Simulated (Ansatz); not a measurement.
Input and output for C3H3F5 (`FC(F)CC(F)(F)F`).

```yaml
crystal:
  periodic: [false, false, false]
  atoms:
    - {symbol: F, position_ang: [-1.650480, -0.025990, -2.124911]}
    - {symbol: C, position_ang: [-1.160158, 0.381850, -0.745795]}
    - {symbol: F, position_ang: [-2.265725, 0.067395, 0.240850]}
    - {symbol: C, position_ang: [0.232585, -0.508950, -0.387672]}
    - {symbol: C, position_ang: [1.032658, 0.002377, 1.008704]}
    - {symbol: F, position_ang: [1.387793, 1.461234, 0.931106]}
    - {symbol: F, position_ang: [2.310811, -0.759266, 1.186174]}
    - {symbol: F, position_ang: [0.217965, -0.192304, 2.245083]}
    - {symbol: H, position_ang: [-0.981940, 1.594031, -0.746368]}
    - {symbol: H, position_ang: [-0.064960, -1.687863, -0.264443]}
    - {symbol: H, position_ang: [1.014702, -0.396355, -1.319658]}
basis:
  gaussian: {orbitals: def2-mTZVPP}
magnetization: {spin_polarized: true, initial_magnetization: 2}
hamiltonian: {xc: {name: CAM-B3LYP}}
scf: {lower_state_search: off}
```

```sh
$ ansatz run in.yaml --threads 4 --pin off --events-out ev --progress --plain --max-ram 11315MiB
```

Output, abridged:

```
Functional definition: CAM-B3LYP
1486 factors; their error is unknown
421 factors; integrals over basis functions are off by at most 1.2e-5 eV
mean field evaluation 1: about -16728.1574 eV, gradient 4.4e1 eV
mean field evaluation 2: about -16717.8513 eV, gradient 7.6e1 eV
mean field evaluation 4: about -16734.8893 eV, gradient 5.3e0 eV
mean field evaluation 8: about -16735.2556 eV, gradient 8.8e-1 eV
mean field evaluation 16: about -16735.3278 eV, gradient 5.9e-2 eV
mean field evaluation 32: about -16735.3282 eV, gradient 2.9e-4 eV
mean field -16735.32818920 eV, -615.0119673404 hartree, gradient 7.4e-6 eV, S^2 2.007592; 0 other end points of the search recorded, 0 dependent functions left out
reference -16735.32829615 eV, -615.0119712706 hartree; 34, 32 occupied and 158, 160 virtual orbitals, 1486 factors
Total energy: -16735.32829615 eV, -615.0119712706 hartree
Checks for a lower state left out: stability, starts, cluster_reference, orbital_swaps, neighbouring_geometries, increment
```

Run time 5.5 s (4 threads of an Intel Xeon Platinum 8375C on a shared host); peak host memory 0.74 GiB.
